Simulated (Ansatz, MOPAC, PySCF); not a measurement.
Species: BiF2, net charge 0, doublet state. SMILES: [F][Bi][F]
Geometry: optimised at B3LYP-D3(BJ)/def2-TZVP (Ansatz, a quantum-chemistry and plane-wave program).

Unscaled harmonic wavenumbers (cm⁻¹) in rising order, each level at the stationary point that it reaches from this structure (no distance between atoms moves by over 0.3 Å); the order of modes can differ between levels, and a negative number is imaginary. B3LYP-D3(BJ)/def2-TZVP (PySCF, at the structure above): 166, 547, 566.

PM3 (MOPAC): 176, 650, 664. Zero-point energy 2.1 against 1.8 kcal/mol; where all levels lie over 400 cm⁻¹, the wavenumbers are on average 1.180 times those of B3LYP-D3(BJ)/def2-TZVP.

HF/6-31G* with LANL2DZ past Ar (Ansatz): 205, 625, 642. Zero-point energy 2.1 against 1.8 kcal/mol; where all levels lie over 400 cm⁻¹, the wavenumbers are on average 1.138 times those of B3LYP-D3(BJ)/def2-TZVP.

B3LYP/6-31G* with LANL2DZ past Ar (Ansatz): 182, 573, 586. Zero-point energy 1.9 against 1.8 kcal/mol; where all levels lie over 400 cm⁻¹, the wavenumbers are on average 1.041 times those of B3LYP-D3(BJ)/def2-TZVP.
